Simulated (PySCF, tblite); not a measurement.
One entry of a table of gas-phase calculations, keyed by method. Lists by class give the value and the number of equivalent atoms.

```json
{
 "formula": "C7H9F3N2",
 "smiles": "C=C/C(=N\\N=C\\CC)C(F)(F)F",
 "charge": 0,
 "multiplicity": 1,
 "geometry_level": "GFN2-xTB",
 "atoms_angstrom": [
  ["C", -3.25, 1.093, 1.404],
  ["C", -2.049, 0.654, 1.038],
  ["C", -1.729, 0.004, -0.217],
  ["N", -0.565, -0.396, -0.579],
  ["N", 0.504, -0.507, 0.08],
  ["C", 1.583, 0.136, 0.166],
  ["C", 2.763, -0.448, 0.865],
  ["C", 3.937, -0.601, -0.102],
  ["C", -2.822, -0.251, -1.225],
  ["F", -2.371, -0.844, -2.334],
  ["F", -3.798, -1.042, -0.739],
  ["F", -3.432, 0.883, -1.622],
  ["H", -4.121, 1.0, 0.779],
  ["H", -3.397, 1.567, 2.358],
  ["H", -1.198, 0.767, 1.698],
  ["H", 1.704, 1.122, -0.284],
  ["H", 2.491, -1.418, 1.283],
  ["H", 3.058, 0.215, 1.683],
  ["H", 4.224, 0.365, -0.511],
  ["H", 4.795, -1.027, 0.411],
  ["H", 3.665, -1.258, -0.925]
 ],
 "electronic_structure_code": "PySCF",
 "results": {
  "GFN2-xTB geometry": {
   "point_group": "C1",
   "rotational_constants_GHz": [1.852, 0.414, 0.364]
  },
  "PBE0/pcSseg-1 ground state and GIAO shieldings, non-relativistic": {
   "dipole_D": 4.21,
   "homo_eV": -6.94,
   "lumo_eV": -1.7,
   "shift_vs_computed_TMS_C_by_class_ppm": [
    [130.5, 1],
    [130.3, 1],
    [127.7, 1],
    [127.2, 1],
    [123.3, 1],
    [33.3, 1],
    [14.3, 1]
   ],
   "shift_vs_computed_TMS_H_by_class_ppm": [
    [6.36, 1],
    [6.26, 1],
    [6.24, 1],
    [5.99, 1],
    [2.38, 2],
    [1.23, 3]
   ],
   "shielding_other_nuclei_by_class_ppm": [
    ["N", -114.3, 1],
    ["N", -107.0, 1],
    ["F", 250.4, 3]
   ],
   "charges_hirshfeld_e_by_atom": [-0.08, -0.06, 0.01, -0.06, -0.05, 0.04, -0.07, -0.11, 0.25, -0.09, -0.1, -0.1, 0.04, 0.06, 0.04, 0.05, 0.05, 0.05, 0.04, 0.05, 0.04]
  },
  "GFN2-xTB harmonic vibrations, gas phase": {
   "strongest_ir_bands_cm-1_km_per_mol_modes": [
    [928.0, 93.1, 1],
    [1029.7, 335.3, 1],
    [1039.8, 103.6, 1],
    [1069.2, 197.2, 1],
    [1108.2, 120.8, 1],
    [1186.3, 76.8, 1]
   ],
   "zpe_kcal_per_mol": 95.1
  }
 }
}
```

With B = h/(8π²I), that is 505.379 GHz u Å² over I, the principal moments of inertia are 272.9, 1221.8 and 1386.6 u Å² (most abundant isotopes); the inertial defect Ic − Ia − Ib is -108.1 u Å² (zero for a rigid planar frame, negative otherwise). The dipole equals about 14.0 × 10⁻³⁰ C·m (1 D = 3.33564 × 10⁻³⁰ C·m). The rotational constants make it an asymmetric top with κ = (2B − A − C)/(A − C) = -0.93, nearer the prolate limit (−1).

One conformer (not necessarily the lowest) at the GFN2-xTB geometry, without solvent or vibrations. NMR classes are plain means over equivalent atoms (diastereotopic ones count apart unless rotation or inversion swaps them), as if these changed places fast; in this geometry the members of some classes differ.

Shape of the structure used: `[CH2:1]=[CH:2]/[C:3](=[N:4]\[N:5]=[CH:6]\[CH2:7][CH3:8])[C:9]([F:10])([F:11])[F:12]`: C1–C2–C3–N4 179°, C3–N4–N5–C6 -105°, N5–C6–C7–C8 119°, C2–C3–C9–F10 179°.
